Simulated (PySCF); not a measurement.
oxetane-3-carbaldehyde (C4H6O2), SMILES O=CC1COC1. Heavy atoms are numbered as in [O:1]=[CH:2][CH:3]1[CH2:4][O:5][CH2:6]1. Hydrogens are named by the atom that carries them.

Coordinates come from a ωB97X-D3(BJ)/def2-SVP optimisation. One conformer was computed; it need not be the lowest.

Level of theory: ωB97X/def2-TZVP in PySCF.

ESP charges are fitted to the potential on shells at 1.4 to 2.0 van der Waals radii. Atomic charges (e), one atom of each kind:

| atom | ESP fit | meta-Löwdin |
|---|---|---|
| O1 | -0.43 | -0.39 |
| C2 (CH) | 0.36 | 0.30 |
| C3 (CH) | -0.17 | -0.15 |
| C4 (CH2) | (withheld) | 0.02 |
| O5 | (withheld) | -0.42 |
| H on C2 | 0.04 | 0.07 |
| H on C3 | (withheld) | 0.12 |
| H on C4 | (withheld) | 0.10 |

Problem. Some entries are withheld; supply them. (The exact figures need the calculation; the answer reports its results.)

Solution. 
- C4 (CH2), ESP fit: 0.14
- O5, ESP fit: -0.41
- H on C3, ESP fit: 0.10
- H on C4, ESP fit: 0.05

Problem. Give the Mayer and Wiberg (Löwdin basis) orders of the bonds. (An estimate is asked for; the answer gives what the named calculation found.)

Solution. 
```
bond   Mayer  Wiberg
-----  -----  ------
O1–C2   2.11    2.79
C2–C3   0.92    1.20
C3–C4   0.98    1.11
C4–O5   1.02    1.43
C3–C6   0.98    1.11
O5–C6   1.02    1.43
```
